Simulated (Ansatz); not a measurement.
B(NH2Me)Me3 (C₄H₁₄BN), 20 atoms. Hardware: 4 threads of Arm Neoverse V1 on a shared host.

Correlated methods freeze 6 core orbitals.

How many basis functions does each of these Ansatz runs have, and roughly what does it cost? PBE-D4/def2-SVP, charge 0 singlet, energy, from earlier orbitals; PBE0-D4/def2-TZVP, charge 0 singlet, energy, from earlier orbitals; r2SCAN-D4/def2-TZVP, charge 0 singlet, energy, from earlier orbitals; CCSD(T)/def2-SVP, charge 0 singlet, energy, from earlier orbitals; HSE06-D4/def2-TZVP, charge 0 singlet, energy, from earlier orbitals; PBE-D4/def2-TZVP, charge 0 singlet, energy and forces, from earlier orbitals; BLYP-D4/def2-TZVP, charge 0 singlet, energy, from earlier orbitals; PBE0-D4/def2-SVP, charge 0 singlet, energy, from earlier orbitals; ωB97X-V/def2-TZVP, charge 0 singlet, energy, from earlier orbitals; PBE-D4/def2-SVP, charge 0 singlet, relaxation, 5 steps; HF/STO-3G, charge 0 singlet, energy; MP2/def2-TZVP, charge 0 singlet, energy, from earlier orbitals.

Other jobs shared the machine, so times can vary by a factor of up to 3. A dash marks memory too small to be measured apart from the calling script's.

```tsv
run	functions	fitting or Cholesky vectors	wall time	peak host memory (GiB)
HF/STO-3G, charge 0 singlet, energy	44	620	0.25 s	–
PBE-D4/def2-SVP, charge 0 singlet, energy, from earlier orbitals	154	1770	1.8 s	–
PBE0-D4/def2-SVP, charge 0 singlet, energy, from earlier orbitals	154	1770	2.4 s	–
BLYP-D4/def2-TZVP, charge 0 singlet, energy, from earlier orbitals	270	1660	3.5 s	–
PBE-D4/def2-TZVP, charge 0 singlet, energy and forces, from earlier orbitals	270	1660	4.3 s	–
HSE06-D4/def2-TZVP, charge 0 singlet, energy, from earlier orbitals	270	1660	4.8 s	0.8
PBE0-D4/def2-TZVP, charge 0 singlet, energy, from earlier orbitals	270	1660	4.8 s	0.75
MP2/def2-TZVP, charge 0 singlet, energy, from earlier orbitals	270	1878	5.5 s	0.82
r2SCAN-D4/def2-TZVP, charge 0 singlet, energy, from earlier orbitals	270	1660	7 s	–
PBE-D4/def2-SVP, charge 0 singlet, relaxation, 5 steps	154	1770	8 s	–
ωB97X-V/def2-TZVP, charge 0 singlet, energy, from earlier orbitals	270	1660	13 s	0.97
CCSD(T)/def2-SVP, charge 0 singlet, energy, from earlier orbitals	154	1607	43 s	1.6
```
